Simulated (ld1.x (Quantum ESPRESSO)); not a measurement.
# Al: variants of one PAW potential

Base potential:

| Item | Value |
| --- | --- |
| Element | Al |
| Generator | ld1.x (Quantum ESPRESSO) 7.5 |
| Type | PAW |
| Functional | PBE |
| Relativity | scalar-relativistic |
| Frozen core | [He] |
| Valence charge | 11 |
| Reference configuration | 2s2 2p6 3s1.75 3p1.25 |
| Partial waves | 2s (bound): rcut 0.85, rcutus 1.00 bohr; 3s (bound): rcut 0.85, rcutus 1.00 bohr; 2p (bound): rcut 0.95, rcutus 1.20 bohr; 3p (bound): rcut 0.95, rcutus 1.20 bohr; 3d channel at 0.25 Ry: rcut 1.05, rcutus 1.20 bohr; 3d channel at 2.2 Ry: rcut 1.05, rcutus 1.20 bohr |
| Local potential | all-electron potential smoothed inside 0.85 bohr (lloc = -1) |
| Core correction | a·sin(br)/r model core, default radius (ld1.x builds one for every PAW set, though the input has nlcc=.false.) |
| Augmentation charge | BESSEL, radius 0.85 bohr |

Cutoffs, loose and tight: the cutoffs (Ry, on a coarse ladder) from which the occupation-weighted sum of valence levels, in a spherical-Bessel basis at the reference potential, stays within 10 and 1 mRy of its value at 400 Ry. They do not see the model core or the augmentation charge, which bear on the density cutoff. Test errors are all-electron minus pseudo excitation energies from the reference, over the configurations 2s2 2p6 3s2 3p1; 2s2 2p6 3s2 3p0; 2s2 2p6 3s1 3p0; 2s2 2p6 3s0 3p3; 2s2 2p6 3s1 3p2; 2s1 2p6 3s2 3p1; 2s2 2p6 3s0 3p0. A dash means not determined; rows that change the core or the reference have their own tests. The largest error is taken over the tests solved by every variant that gives reliable tests at all: 2s2 2p6 3s0 3p3; 2s2 2p6 3s1 3p0; 2s2 2p6 3s1 3p2; 2s2 2p6 3s2 3p0; 2s2 2p6 3s2 3p1.

Cutoffs are not given where the Bessel-basis levels miss the radial ones by over 6 mRy, ghosts where they miss by over 20 mRy; a channel whose overlap is not positive is not tested.

A file whose overlap is not positive is unfit for use, and its test errors describe a broken file.

```tsv
change	outcome	cutoff, loose	cutoff, tight	bound ghosts	largest test error (meV)
base	generated	90 Ry	140 Ry	none	+1.3
waves 2s (bound): rcut 0.85, rcutus 0.94 bohr; 3s (bound): rcut 0.85, rcutus 0.94 bohr	generated	90 Ry	140 Ry	none	+1.2
waves 2s (bound): rcut 0.85, rcutus 1.12 bohr; 3s (bound): rcut 0.85, rcutus 1.12 bohr	generated, overlap not positive	–	–	not determined (overlap not positive)	+1.6
waves 2s (bound): rcut 0.85, rcutus 1.22 bohr; 3s (bound): rcut 0.85, rcutus 1.22 bohr	generated, overlap not positive	–	–	not determined (overlap not positive)	+1.9
waves 2s (bound): rcut 0.85, rcutus 1.38 bohr; 3s (bound): rcut 0.85, rcutus 1.38 bohr	generated, overlap not positive	–	–	not determined (overlap not positive)	+1.6
```

(1) What comes out with this change to the base: waves 2s (bound): rcut 0.72, rcutus 0.76 bohr; 3s (bound): rcut 0.72, rcutus 0.76 bohr?

(2) What comes out with this change to the base: waves 2s (bound): rcut 0.85, rcutus 1.52 bohr; 3s (bound): rcut 0.85, rcutus 1.52 bohr?

(3) What comes out with this change to the base: waves 2s (bound): rcut 0.62, rcutus 0.66 bohr; 3s (bound): rcut 0.62, rcutus 0.66 bohr?

## Answers

(1) outcome: generated; cutoff, loose: 90 Ry; cutoff, tight: 160 Ry; bound ghosts: none; largest test error (meV): +0.9.

(2) outcome: generated, overlap not positive; bound ghosts: not determined (overlap not positive); largest test error (meV): +5.9. A file whose overlap is not positive is unfit for use, and its test errors describe a broken file.

(3) outcome: generated; cutoff, loose: 100 Ry; cutoff, tight: 160 Ry; bound ghosts: none; largest test error (meV): +0.9.

Reading the sweep of the s radius (base included, trends over the rows without a ghost): The loose cutoff stays near 90 Ry. The median size of the test errors (rows with all tests solved) stays near 0.5 meV.
